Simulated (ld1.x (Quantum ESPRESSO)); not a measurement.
# rhodium: one change to an RRKJ potential, before and after

* Element: Rh (Z = 45)
* Generator: ld1.x (Quantum ESPRESSO) 7.5
* Type: norm-conserving RRKJ (Kleinman–Bylander form)
* Functional: LDA (PZ)
* Relativity: scalar-relativistic
* Frozen core: [Ar] 3d10
* Valence charge: 17
* Reference configuration: 4s2 4p6 4d7 5s0 5p0 (charge +2)
* Partial waves: 4s (bound): rc 1.05 bohr; 4p (bound): rc 0.95 bohr; 4d (bound): rc 1.30 bohr
* Local potential: all-electron potential smoothed inside 1.15 bohr (lloc = -2)
* Core correction: none
* rho0: 0.005

Change: local potential the s channel.

Cutoffs: the cutoffs (Ry, on a coarse ladder) from which the occupation-weighted sum of valence levels, in a spherical-Bessel basis at the reference potential, stays within 10 and 1 mRy of its value at 400 Ry; they do not see the model core or the augmentation charge, which bear on the density cutoff. Errors are all-electron minus pseudo energies relative to the spin-unpolarised reference configuration.

What does the change do?

The potential gets neither clearly harder nor softer (160 Ry and 260 Ry → 160 Ry and 260 Ry); of the 9 tests that both files solve, the error grows in 8 and shrinks in 0 by more than 15 % and 0.3 meV (median size 11.6 → 84.6 meV); the range in which the s phases agree narrows (upper end at the end of the scan → 2.8); neither file shows a bound ghost.

| quantity | base | changed |
| --- | --- | --- |
| cutoff, loose | 160 Ry | 160 Ry |
| cutoff, tight | 260 Ry | 260 Ry |
| loose cutoff by channel (10 mRy a level) | s 140 Ry, p 100 Ry, d 45 Ry | p 100 Ry, d 45 Ry, s 110 Ry |
| bound ghosts | none | none |
| error for 4s2 4p6 4d8 5s1 5p0, meV [ΔE -27.56 eV] | +6.1 | +85 |
| error for 4s2 4p6 4d8 5s0 5p0, meV [ΔE -19.77 eV] | +2.2 | +3.0 |
| error for 4s2 4p6 4d6 5s0 5p0, meV [ΔE 32.74 eV] | +0.9 | +2.7 |
| error for 4s2 4p5 4d8 5s1 5p0, meV [ΔE 29.19 eV] | -24 | +112 |
| error for 4s2 4p6 4d8 5s0 5p1, meV [ΔE -23.82 eV] | +8.6 | +22 |
| error for 4s2 4p6 4d5 5s0 5p0, meV [ΔE 79.89 eV] | +14 | +23 |
| error for 4s2 4p6 4d7 5s2 5p0, meV [ΔE -25.18 eV] | +12 | +205 |
| error for 4s2 4p6 4d7 5s0 5p0 (spin-polarised), meV [ΔE -1.41 eV] | +101 | +102 |
| error for 4s2 4p6 4d8 5s1 5p0 (spin-polarised), meV [ΔE -28.44 eV] | +46 | +127 |
| s: phases at 1.40 bohr within 0.05 rad from the reference energy up to (Ry; the scan ends near 5) | to the end of the scan | 2.8 |
| p: phases at 1.40 bohr within 0.05 rad from the reference energy up to (Ry; the scan ends near 5) | to the end of the scan | 4.6 |
| d: phases at 1.40 bohr within 0.05 rad from the reference energy up to (Ry; the scan ends near 5) | to the end of the scan | to the end of the scan |
